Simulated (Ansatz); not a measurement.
Cu₂F⁺. Total charge 1; singlet. Geometry PBE-D4/def2-TZVP.

```xyz
3

Cu    1.186    0.858    1.160
Cu   -1.182   -0.857   -1.165
F    -0.004   -0.002    0.005
```

The 6-31G sets use Cartesian d functions. The structure comes from a short search, and lower isomers may exist.

**Question.** Estimate the orbital energies around the gap (eV) in Ansatz with HF/6-31G, revPBE-D4/def2-TZVP, r2SCAN-D4/def2-TZVP, BHLYP-D4/def2-TZVP, ωB97M-V/def2-TZVP.

**Answer.** 
| orbital | HF/6-31G | revPBE-D4/def2-TZVP | r2SCAN-D4/def2-TZVP | BHLYP-D4/def2-TZVP | ωB97M-V/def2-TZVP |
| --- | --- | --- | --- | --- | --- |
| HOMO−5 | -16.30 | -11.06 | -11.20 | -15.38 | -15.85 |
| HOMO−4 | -16.30 | -11.06 | -11.20 | -15.38 | -15.85 |
| HOMO−3 | -15.98 | -10.98 | -11.06 | -15.03 | -15.61 |
| HOMO−2 | -15.98 | -10.69 | -10.83 | -14.83 | -15.37 |
| HOMO−1 | -15.34 | -10.69 | -10.83 | -14.83 | -15.37 |
| HOMO | -14.70 | -10.56 | -10.63 | -14.26 | -14.98 |
| LUMO | -3.67 | -8.76 | -8.41 | -6.58 | -5.66 |
| LUMO+1 | -3.27 | -8.03 | -7.68 | -5.99 | -5.07 |
| LUMO+2 | -1.42 | -3.33 | -2.94 | -1.26 | -0.43 |
| LUMO+3 | -1.42 | -3.33 | -2.94 | -1.26 | -0.37 |
| LUMO+4 | -1.04 | -2.90 | -2.54 | -0.81 | -0.37 |
| LUMO+5 | -1.04 | -2.90 | -2.54 | -0.65 | 0.37 |
